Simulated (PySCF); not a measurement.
# Electron affinity of Nb by level of theory

Nb⁻ [Kr] 4d4 5s2 (5D) → Nb [Kr] 4d4 5s1 (6D), as a difference of total energies. Calculation: PySCF 2.14, in def2-TZVPPD with the def2 core potential (28 electrons) (6s4p3d2f1g, 56 functions); scalar relativity through the core potential. Correlated levels: valence: 4s2 4p6 frozen. The calculations carry no spin-orbit coupling.

```tsv
method	electron affinity (eV)	difference from reference (eV)
UHF	-0.701	-1.618
MP2 (valence)	0.216	-0.701
SCS-MP2 (valence)	0.421	-0.496
CCSD (valence)	0.442	-0.475
CCSD(T) (valence)	0.575	-0.342
```

Reference: 0.917 eV (measured; photodetachment measurements, as compiled on the Wikipedia data page of electron affinities).

The reference lies between the lowest fine-structure levels, while these numbers refer to the centres of the terms.

Errors of the correlated levels include the incompleteness of this basis and the frozen core.

A negative affinity means that the anion lies above the atom at that level of theory.

The coupled-cluster amplitudes are large for Nb⁻ (T1 above 0.03 or a double amplitude above 0.15), so a single reference is strained.
